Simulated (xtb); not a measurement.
A run for xtb: GFN1-xTB on GaH4P (SMILES [PH2][GaH2]), a point of a torsion scan.

```
$ xtb mol.xyz --gfn 1 --sp --chrg 0 --uhf 0
6

P     -1.45880700    -0.25330330    -0.65473923
Ga     0.86788550    -0.13961259    -0.64994534
H     -1.52607234     1.00497055    -0.03718429
H     -1.42956371    -0.90911486     0.58492408
H      1.74569890     0.98009929    -1.37040980
H      1.85073298    -1.18604445     0.04932405
```

It printed:

```
[...]
           -------------------------------------------------
          |                Calculation Setup                |
           -------------------------------------------------



           -------------------------------------------------
          |                 G F N 1 - x T B                 |
           -------------------------------------------------

        Reference                      10.1021/acs.jctc.7b00118
      * Hamiltonian:
        H0-scaling (s, p, d)           1.850000    2.250000    2.000000
        zeta-weighting                 0.000000
      * Dispersion:
        s8                             2.400000
        a1                             0.630000
        a2                             5.000000
        s9                             0.000000
      * Repulsion:
        kExp                           1.500000
        rExp                           1.000000
      * Coulomb:
        alpha                          2.000000
        third order                    atomic
        anisotropic                    false
      * Halogen bond correction:
        rad-scale                      1.300000
        damping                        0.440000


          ...................................................
          :                      SETUP                      :
          :.................................................:
          :  # basis functions                  28          :
          :  # atomic orbitals                  26          :
          :  # shells                           14          :
          :  # electrons                        12          :
          :  # halogen bonds                     0          :
          :  max. iterations                   250          :
          :  Hamiltonian                  GFN1-xTB          :
          :  restarted?                      false          :
          :  GBSA solvation                  false          :
          :  PC potential                    false          :
          :  electronic temp.          300.0000000     K    :
          :  accuracy                    1.0000000          :
          :  -> integral cutoff          0.2500000E+02      :
          :  -> integral neglect         0.1000000E-07      :
          :  -> SCF convergence          0.1000000E-05 Eh   :
          :  -> wf. convergence          0.2000000E-04 e    :
          :  Broyden damping             0.4000000          :
          :  net charge                          0          :
          :  unpaired electrons                  0          :
          ...................................................

 iter      E             dE          RMSdq      gap      omega  full diag
   1     -5.9870505 -0.598705E+01  0.421E+00    5.07       0.0  T
   2     -6.0588532 -0.718027E-01  0.406E+00    4.70       1.0  T
   3     -6.1442601 -0.854070E-01  0.168E+00    5.45       1.0  T
   4     -6.1446688 -0.408692E-03  0.281E-01    5.40       1.0  T
   5     -6.1448659 -0.197066E-03  0.107E-01    5.42       1.0  T
   6     -6.1449059 -0.400275E-04  0.584E-03    5.42       7.0  T
   7     -6.1449060 -0.112890E-06  0.255E-03    5.42      16.0  T
   8     -6.1449060 -0.191625E-07  0.547E-04    5.42      74.6  T
   9     -6.1449060 -0.995481E-09  0.170E-05    5.42    2408.3  T
  10     -6.1449060 -0.771827E-12  0.594E-06    5.42    6872.6  T

   *** convergence criteria satisfied after 10 iterations ***

         #    Occupation            Energy/Eh            Energy/eV
      -------------------------------------------------------------
         1        2.0000           -0.7410240             -20.1643
         2        2.0000           -0.5409885             -14.7210
         3        2.0000           -0.5056543             -13.7596
         4        2.0000           -0.4705413             -12.8041
         5        2.0000           -0.4328500             -11.7784
         6        2.0000           -0.4034902             -10.9795 (HOMO)
         7                         -0.2042841              -5.5589 (LUMO)
         8                         -0.1960677              -5.3353
         9                         -0.1800672              -4.8999
        10                         -0.1206208              -3.2823
        11                         -0.1107240              -3.0130
       ...                                ...                  ...
        26                          1.2156035              33.0783
      -------------------------------------------------------------
                  HL-Gap            0.1992061 Eh            5.4207 eV
             Fermi-level           -0.3038872 Eh           -8.2692 eV

 SCC (total)                   0 d,  0 h,  0 min,  0.007 sec
 SCC setup                      ...        0 min,  0.000 sec (  1.474%)
 Dispersion                     ...        0 min,  0.000 sec (  0.615%)
 classical contributions        ...        0 min,  0.000 sec (  0.214%)
 integral evaluation            ...        0 min,  0.002 sec ( 26.138%)
 iterations                     ...        0 min,  0.002 sec ( 28.618%)
 molecular gradient             ...        0 min,  0.003 sec ( 40.348%)
 printout                       ...        0 min,  0.000 sec (  2.409%)

         :::::::::::::::::::::::::::::::::::::::::::::::::::::
         ::                     SUMMARY                     ::
         :::::::::::::::::::::::::::::::::::::::::::::::::::::
         :: total energy              -6.114207451857 Eh    ::
         :: gradient norm              0.012944895734 Eh/a0 ::
         :: HOMO-LUMO gap              5.420673060395 eV    ::
         ::.................................................::
         :: SCC energy                -6.144906045610 Eh    ::
         :: -> electrostatic           0.005139969667 Eh    ::
         :: repulsion energy           0.032047023872 Eh    ::
         :: dispersion energy         -0.001348430119 Eh    ::
         :: halogen bond corr.         0.000000000000 Eh    ::
         :: add. restraining           0.000000000000 Eh    ::
         :: total charge              -0.000000000000 e     ::
         :::::::::::::::::::::::::::::::::::::::::::::::::::::

           -------------------------------------------------
          |                Property Printout                |
           -------------------------------------------------

    * Orbital Energies and Occupations

         #    Occupation            Energy/Eh            Energy/eV
      -------------------------------------------------------------
         1        2.0000           -0.7410240             -20.1643
         2        2.0000           -0.5409885             -14.7210
         3        2.0000           -0.5056543             -13.7596
         4        2.0000           -0.4705413             -12.8041
         5        2.0000           -0.4328500             -11.7784
         6        2.0000           -0.4034902             -10.9795 (HOMO)
         7                         -0.2042841              -5.5589 (LUMO)
         8                         -0.1960677              -5.3353
         9                         -0.1800672              -4.8999
        10                         -0.1206208              -3.2823
        11                         -0.1107240              -3.0130
        12                         -0.0958781              -2.6090
        13                         -0.0734216              -1.9979
        14                         -0.0559573              -1.5227
        15                         -0.0479056              -1.3036
        16                         -0.0387698              -1.0550
        17                         -0.0254544              -0.6926
       ...                                ...                  ...
        26                          1.2156035              33.0783
Note: The following floating-point exceptions are signalling: IEEE_DENORMAL
normal termination of xtb
      -------------------------------------------------------------
                  HL-Gap            0.1992061 Eh            5.4207 eV
             Fermi-level           -0.3038872 Eh           -8.2692 eV

  Mulliken/CM5 charges         n(s)   n(p)   n(d)
     1P    -0.06216 -0.25213   1.765  3.263  0.034
     2Ga    0.26468  0.18083   1.303  1.195  0.237
     3H     0.03815  0.12383   0.962  0.000  0.000
     4H     0.03620  0.12202   0.964  0.000  0.000
     5H    -0.13884 -0.08754   1.139  0.000  0.000
     6H    -0.13804 -0.08701   1.138  0.000  0.000

Wiberg/Mayer (AO) data.
largest (>0.10) Wiberg bond orders for each atom

 ---------------------------------------------------------------------------
     #   Z sym  total        # sym  WBO       # sym  WBO       # sym  WBO
 ---------------------------------------------------------------------------
     1  15 P    3.136 --     2 Ga   1.130     4 H    0.933     3 H    0.929
     2  31 Ga   2.994 --     1 P    1.130     5 H    0.867     6 H    0.866
     3   1 H    1.001 --     1 P    0.929
     4   1 H    1.002 --     1 P    0.933
     5   1 H    0.984 --     2 Ga   0.867
     6   1 H    0.984 --     2 Ga   0.866
 ---------------------------------------------------------------------------

Topologies differ in total number of bonds
Writing topology from bond orders to xtbtopo.mol

 dipole moment from electron density (au)
     X       Y       Z
  -0.2982   0.1087   0.3668  total (Debye):    1.233


           -------------------------------------------------
          | TOTAL ENERGY               -6.114207451857 Eh   |
          | GRADIENT NORM               0.012944895734 Eh/α |
          | HOMO-LUMO GAP               5.420673060395 eV   |
           -------------------------------------------------

------------------------------------------------------------------------
------------------------------------------------------------------------
 total:
 SCF:
```

The run finished.

Cost: very roughly 0.04 core-seconds.
